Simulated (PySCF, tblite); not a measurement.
Isomers of C6H10F2Si. Computed values, GFN2-xTB/tblite, gas phase, harmonic and unscaled. Against measured fundamentals such values can be off by several per cent, at times by over 20. Modes of hydrogen on silicon can be 10 to 20 % off. One conformer each.

Electronic energies: PBE0/pcSseg-1 single points on the GFN2-xTB geometries (PySCF, gas phase).

```json
{"SMILES": "C/C(CC(F)F)=C1\\C[SiH2]1", "electronic energy, lowest = 0 (kJ/mol)": "0.0"}
{"SMILES": "C#CC[C@@](F)(CF)[SiH2]C", "electronic energy, lowest = 0 (kJ/mol)": "40.9"}
{"SMILES": "F/C=C(/F)[C@@H]([SiH3])C1CC1", "electronic energy, lowest = 0 (kJ/mol)": "23.2"}
```

Problem. How do GFN2-xTB zero-point energies change the relative energies?

Solution. 
| SMILES | ZPE (kJ/mol) | of it from modes above 1550 cm⁻¹ | electronic (kJ/mol) | with ZPE, lowest = 0 (kJ/mol) | lowest mode (cm⁻¹) | rings |
| --- | --- | --- | --- | --- | --- | --- |
| C/C(CC(F)F)=C1\C[SiH2]1 | 368.1 | 182.4 | 0.0 | 0.0 | 27 | 1 |
| F/C=C(/F)[C@@H]([SiH3])C1CC1 | 364.5 | 180.1 | 23.2 | 19.5 | 30 | 1 |
| C#CC[C@@](F)(CF)[SiH2]C | 361.8 | 186.3 | 40.9 | 34.6 | 47 | 0 |

The zero-point energies span 6.3 kJ/mol, from `C#CC[C@@](F)(CF)[SiH2]C` to `C/C(CC(F)F)=C1\C[SiH2]1`. The order is unchanged.

Problem. And how do the electronic energies of GFN2-xTB itself compare?

Solution. `C/C(CC(F)F)=C1\C[SiH2]1` 62.1; `F/C=C(/F)[C@@H]([SiH3])C1CC1` 0.0; `C#CC[C@@](F)(CF)[SiH2]C` 75.3 kJ/mol, lowest = 0. Against the energies above, taken from the same isomer `C/C(CC(F)F)=C1\C[SiH2]1`, the largest difference is 85.3 kJ/mol.

Problem. What do entropy and thermal enthalpy add at 298.15 K and 1 bar (rigid rotor, harmonic oscillator, one conformer each)?

Solution. 
| SMILES | point group | symmetry number | S (J/(mol K)) | H − H(0) (kJ/mol) | ZPE + H − H(0) − TS (kJ/mol) |
| --- | --- | --- | --- | --- | --- |
| C/C(CC(F)F)=C1\C[SiH2]1 | C1 | 1 | 445.7 | 32.19 | 267.5 |
| F/C=C(/F)[C@@H]([SiH3])C1CC1 | C1 | 1 | 437.0 | 31.30 | 265.5 |
| C#CC[C@@](F)(CF)[SiH2]C | C1 | 1 | 454.3 | 34.44 | 260.8 |
